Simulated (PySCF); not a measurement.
Compound: C4H11BSe.
Structure used (PBE0-D3(BJ)/def2-SVP), in Å, numbered top down from 1:
```xyz
17
C4H11BSe angstrom
C      2.4269    0.0803    0.8862
Se     1.0247   -1.2576    0.8140
C      0.3427   -0.8977   -1.0147
B     -0.7765   -0.0818   -0.2847
C     -2.1287   -0.8090    0.1129
C     -0.6681    1.4913   -0.1315
H      3.1992   -0.1374    0.1368
H      2.8666    0.0236    1.8913
H      2.0101    1.0830    0.7308
H      0.1004   -1.8667   -1.4692
H      1.1296   -0.3790   -1.5773
H     -2.8638   -0.5994   -0.6868
H     -2.5664   -0.4227    1.0466
H     -2.0530   -1.9050    0.1912
H     -1.3738    1.9352   -0.8582
H     -0.9933    1.8454    0.8598
H      0.3193    1.9218   -0.3569
```

Method used: PySCF, TDDFT CAM-B3LYP/def2-SVPD, vertical, gas phase, core orbitals frozen in the response. Relativistic effects, spin–orbit coupling among them, are left out although an element past zinc is present.

Ground-to-excited transition dipoles (e·a0, same axes as the geometry; the sign carries no meaning), for the states with f of 0.002 or more among the lowest 7:

| state | E (eV) | μx | μy | μz |
| --- | --- | --- | --- | --- |
| S1 | 4.944 | 0.218 | -0.144 | 0.034 |
| S2 | 5.760 | -0.514 | 0.448 | -0.130 |
| S3 | 6.107 | 0.476 | -0.404 | 0.187 |
| S4 | 6.380 | 0.380 | -0.185 | 0.183 |
| S5 | 7.008 | -0.070 | 0.023 | 0.285 |
| S6 | 7.083 | -0.156 | 0.286 | -0.207 |
| S7 | 7.196 | 0.146 | -0.135 | -0.092 |

Problem. What oscillator strength does each state have?

Solution. f = (2/3) ΔE |μ|² with ΔE in hartree (27.2114 eV).

```csv
state,|μ|² (au),|μ| (D),f
S1,0.069,0.67,0.008
S2,0.481,1.76,0.068
S3,0.425,1.66,0.064
S4,0.212,1.17,0.033
S5,0.087,0.75,0.015
S6,0.149,0.98,0.026
S7,0.048,0.56,0.008
```

Problem. What angle do the transition dipoles of S3 and S6 make?

Solution. |cos θ| = |μa·μb| / (|μa| |μb|) = 0.91, so θ ≈ 25° (taken between 0 and 90°, since the signs are arbitrary).

Problem. How is the summed strength of these states shared among x, y and z?

Solution. (2/3) Σ ΔE μα² gives 0.108 for x, 0.078 for y and 0.036 for z, 0.222 in all.

The vertical ionisation energy (ΔSCF) is 8.55 eV, 1.35 eV above S7.

One conformer stands for the species.

Without π bonds the low states may be Rydberg-like; a valence basis with one diffuse set may place them up to an eV too high.
